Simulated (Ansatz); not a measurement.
Species: C6H11 (charge 0, doublet). It need not be the lowest isomer of its formula. 
Structure (B3LYP-D3(BJ)/def2-TZVP (Ansatz, a first-principles code) minimum search):
```xyz
17

C     -1.7710     0.0900    -0.7880
C     -2.5538     1.1630    -0.1219
C     -0.6475    -0.5918    -0.0934
C      0.6330     0.2819     0.0119
C      1.7317    -0.4111     0.7523
C      2.9086    -0.7460     0.2385
H     -1.8724    -0.0379    -1.8593
H     -2.7530     0.9192     0.9267
H     -2.0206     2.1267    -0.1177
H     -3.5094     1.3388    -0.6194
H     -0.9499    -0.8668     0.9247
H     -0.3834    -1.5190    -0.6076
H      0.9698     0.5537    -0.9913
H      0.3730     1.2126     0.5267
H      1.5158    -0.6697     1.7867
H      3.1640    -0.5120    -0.7892
H      3.6598    -1.2612     0.8234
```
Charge 0, spin multiplicity 2.

Wanted: atomisation energy (electronic, to ground-state atoms), in kJ/mol. Valence correlation only, unless marked. Open shells are spin-unrestricted. Spin-orbit coupling is left out. Non-relativistic unless marked X2C. The coupled-cluster limit lacks core correlation, which all-electron functionals hold. CBS(X,Y): correlation extrapolated as X^-3; Hartree-Fock from the larger set. The bracket is a focal-point correction in the basis named.

| level | program | atomisation energy (kJ/mol) |
|---|---|---|
| HF/STO-3G | Ansatz | 6405.1 |
| PBE-D3(BJ)/def2-TZVPD | Ansatz + dftd3 | 7003.3 |
| PBE-D4/def2-TZVPD | Ansatz + dftd4 | 7000.3 |
| BLYP-D4/def2-TZVPD | Ansatz + dftd4 | 6829.9 |
| BLYP/def2-TZVPD | Ansatz | 6761.1 |
| revPBE-D3(BJ)/def2-TZVPD | Ansatz + dftd3 | 6835.9 |
| PBE0-D3(BJ)/def2-TZVP | Ansatz + dftd3 | 6918.5 |
| PBE0/def2-TZVP | Ansatz | 6889.6 |
| BHLYP-D3(BJ)/def2-TZVPD | Ansatz + dftd3 | 6717.5 |
| HSE06-D3(BJ)/def2-TZVPD | Ansatz + dftd3 | 6918.5 |
| CAM-B3LYP-D4/def2-TZVPD | Ansatz + dftd4 | 6885.0 |
| LC-wPBE-D3(BJ)/def2-TZVPD | Ansatz + dftd3 | 6882.5 |
| B2GP-PLYP-D3(BJ)/def2-TZVPD | Ansatz + dftd3 | 6776.4 |
| B2PLYP/def2-TZVPD | Ansatz | 6770.8 |
| RPA@PBE/cc-pVTZ | Ansatz | 6412.6 |
| MP2/STO-3G | Ansatz | 7004.7 |
| MP2/6-31G | Ansatz | 6001.9 |
| MP2/cc-pVDZ | Ansatz | 6449.5 |
| CCSD(T)/cc-pVTZ | Ansatz | 6695.7 |
| X2C-CCSD(T)/cc-pVTZ-DK | Ansatz | 6691.1 |
| RI-MP2/CBS(cc-pVTZ,cc-pVQZ)+[CCSD(T)-MP2]/cc-pVTZ | Ansatz | 6843.3 |
